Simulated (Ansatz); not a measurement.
Born–Oppenheimer molecular dynamics of CH₅FGe (8 atoms, charge 0, multiplicity 1). It starts at the highest image of a converged band. Of that band: Neighbouring images differ by up to 1.8 eV, so the band resolves the path poorly. A vibrational analysis at the climbing image gives one clearly imaginary mode, 554i cm⁻¹: a first-order saddle point.

Computed with Ansatz, RKS BHLYP-D4/def2-SVP.

```
ensemble                      : NVE (velocity Verlet)
time step                     : 0.5 fs
steps asked                   : 200
starting velocities drawn for : 100 K
seed                          : 3319
```

First frame:

```xyz
8
Properties=species:S:1:pos:R:3
Ge -0.831 0.086 0.363
F 0.869 -1.054 1.171
C 0.448 0.392 -0.895
H 1.120 -0.590 0.279
H -1.039 0.975 1.582
H -1.796 -1.090 0.306
H 0.332 -0.099 -1.859
H 0.896 1.381 -0.946
```

How far do the bonds stretch over the last three quarters of this one trajectory? (Pairs bonded in most of those frames.)


| bond | mean (Å) | spread (Å) | shortest | longest |
| --- | --- | --- | --- | --- |
| Ge1–C3 | 1.779 | 0.015 | 1.76 | 1.81 |
| Ge1–H5 | 1.521 | 0.023 | 1.49 | 1.56 |
| Ge1–H6 | 1.523 | 0.032 | 1.47 | 1.57 |
| F2–H4 | 0.939 | 0.020 | 0.92 | 0.98 |
| C3–H7 | 1.086 | 0.009 | 1.07 | 1.10 |
| C3–H8 | 1.086 | 0.009 | 1.07 | 1.10 |

Mean temperature of the second half: 303 K. The conserved energy stayed within 0.061 meV per atom of its start (net change 0.057 meV per atom), so the integration is sound. The system heated up, since it started high on the potential surface and ran downhill. A run of 0.1 ps of so small a system gives no equilibrium averages. The orbitals stay closed-shell, which can raise the energy where a bond breaks towards radicals; this wasn't checked here.

Run time: 4.2 min on 2 threads of Intel(R) Xeon(R) Platinum 8488C (Sapphire Rapids), with other jobs on the host, peak memory 0.19 GiB.
